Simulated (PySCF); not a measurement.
**Working out the ionisation energy of Ga**

Ga [Ar] 3d10 4s2 4p1 (2P) → Ga⁺ [Ar] 3d10 4s2 (1S). Computed with PySCF 2.14 in cc-pVTZ-DK (6s5p3d1f, 43 functions), with scalar relativity by spin-free X2C-1e. Frozen: [Ar] 3d10. Energies in hartree (1 hartree = 27.21139 eV):

```json
{"part": "UHF", "Ga (lower)": "-1942.174282", "Ga⁺ (upper)": "-1941.971459"}
{"part": "CCSD correlation", "Ga (lower)": "-0.046080", "Ga⁺ (upper)": "-0.036439"}
{"part": "(T)", "Ga (lower)": "-0.000827", "Ga⁺ (upper)": "0.000000"}
```

**Question.** What does Hartree-Fock give?

**Answer.** (-1941.971459) − (-1942.174282) = 0.202823 hartree = 5.519 eV.

**Question.** What do CCSD and CCSD(T) give?

**Answer.** The CCSD correlation energies differ by 0.009641 hartree = 0.262 eV and the triples by 0.000827 hartree = 0.023 eV, so CCSD gives 5.781 eV and CCSD(T) 5.804 eV.

Measured between the centres of the two terms (NIST): 5.931 eV, so CCSD(T) (valence) is off by -0.127 eV.

What remains against the reference includes basis incompleteness, the frozen core and higher excitations.
